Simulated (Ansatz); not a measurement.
The molecule NaAl, closed-shell singlet (lowest of 2S+1 = 1, 3 at CCSD(T)/def2-TZVPP on PBE0 minima; our sources give no spin for the ground state, which may be another).

D_e counts from the fitted minimum to each atom's lowest state at the same level, without counterpoise. The singlet is restricted.

Correlated levels freeze the inner cores; with def2 sets outer-core shells near the valence are correlated too.

Programs: Ansatz (a program for electronic structure) with Gaussian orbitals. Each number belongs to the level named beside it.

Question: Predict the bond energy D_e from PBE0/def2-TZVPP.

Answer: 16.3 kcal/mol

Question: What is the computed bond energy D_e (CCSD(T)/def2-QZVPP)?

Answer: 19.2 kcal/mol

Question: Give the bond energy D_e at the level CCSD/def2-QZVPP.

Answer: 17.5 kcal/mol

Doubts at one or more of the structures used: a restricted determinant that unrestricted orbitals would lower (CCSD/def2-QZVPP, CCSD(T)/def2-QZVPP).
